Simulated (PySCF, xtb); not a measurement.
dimethyl selenide cation (C2H6Se), SMILES C[Se]C (connectivity only; charge and spin as stated), charge +1, multiplicity 2. Atoms are numbered in the order given.

```xyz
9

C      1.4696     0.0000     0.7764
Se     0.0000     0.0000    -0.4506
C     -1.4696     0.0000     0.7764
H      1.4046    -0.9015     1.4069
H      2.3966     0.0000     0.1878
H      1.4046     0.9015     1.4069
H     -1.4046    -0.9015     1.4069
H     -2.3966     0.0000     0.1878
H     -1.4046     0.9015     1.4069
```
Charge +1, spin multiplicity 2.

The structure is a stationary point at PBE0-D3(BJ)/def2-SVP. The multiplicity is an assumed one; other spin states were not compared.

These are IEF-PCM-M06-2X/def2-SVP (PySCF 2.14.0) values and carry that method's errors.

The values are the electrostatic part of the solvation free energy, E(continuum) − E(gas) at the gas-phase geometry, in a cavity of scaled van der Waals radii (PySCF's table); cavitation and dispersion terms are not included.

Computed values in water (ε = 78.36), benzene (ε = 2.27), dichloromethane (ε = 8.93):
| solvent | ε | ΔG(elec) (kcal/mol) |
|---|---|---|
| water | 78.36 | -60.4 |
| benzene | 2.27 | -34.0 |
| dichloromethane | 8.93 | -54.2 |

For comparison, GFN2-xTB/ALPB(water) (xtb, at the GFN2-xTB geometry, all terms of that model) gives -56.2 kcal/mol.
